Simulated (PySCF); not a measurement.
C₂H₆BFN₂, SMILES C/N=C/B(N)F.

Geometry optimised at PBE-D3(BJ)/def2-SVP. The structure was generated by enumeration; whether it is a known compound was not checked. One conformer was computed; it need not be the lowest.

These are PBE-D3(BJ)/def2-SVP (PySCF) values and carry that method's errors.

Frequencies are harmonic and unscaled.

Problem. Give all harmonic wavenumbers and intensities. (The exact figures need the calculation; the answer reports its results.)

Solution. 
| mode | ν (cm⁻¹) | IR (km/mol) | moving atoms (share of kinetic energy) |
|---|---|---|---|
| 1 | 104 | 1.2 | H 48 %, C 22 %, F 15 %, N 14 % |
| 2 | 147 | 8.4 | N 35 %, C 26 %, H 23 %, F 12 % |
| 3 | 181 | 6.0 | N 36 %, C 32 %, H 25 % |
| 4 | 224 | 4.0 | H 70 %, N 16 %, C 11 % |
| 5 | 327 | 0.3 | N 27 %, H 26 %, F 25 %, C 22 % |
| 6 | 399 | 3.6 | N 32 %, F 29 %, C 19 %, H 13 % |
| 7 | 465 | 144.2 | H 83 %, N 12 % |
| 8 | 485 | 5.4 | H 27 %, C 21 %, N 18 %, F 18 %, B 16 % |
| 9 | 595 | 33.4 | B 68 %, H 15 %, N 10 % |
| 10 | 634 | 2.3 | H 93 % |
| 11 | 818 | 0.6 | C 36 %, N 27 %, H 23 %, F 13 % |
| 12 | 858 | 16.1 | H 56 %, N 23 %, F 13 % |
| 13 | 912 | 8.6 | H 69 %, C 25 % |
| 14 | 1004 | 21.1 | C 45 %, N 30 %, H 23 % |
| 15 | 1087 | 0.4 | H 65 %, C 23 %, N 12 % |
| 16 | 1108 | 9.9 | H 60 %, C 24 %, N 16 % |
| 17 | 1220 | 141.4 | H 48 %, B 36 % |
| 18 | 1340 | 54.4 | H 46 %, B 24 %, C 20 %, N 9 % |
| 19 | 1354 | 3.8 | H 80 %, C 13 % |
| 20 | 1386 | 83.3 | H 47 %, B 43 % |
| 21 | 1394 | 5.2 | H 97 % |
| 22 | 1409 | 49.0 | H 91 % |
| 23 | 1540 | 257.8 | H 40 %, B 31 %, N 27 % |
| 24 | 1680 | 5.2 | C 53 %, N 43 % |
| 25 | 2861 | 78.0 | H 92 % |
| 26 | 2891 | 73.9 | H 96 % |
| 27 | 3004 | 18.9 | H 92 %, C 8 % |
| 28 | 3025 | 9.9 | H 91 %, C 9 % |
| 29 | 3505 | 31.8 | H 96 % |
| 30 | 3632 | 56.2 | H 91 %, N 9 % |
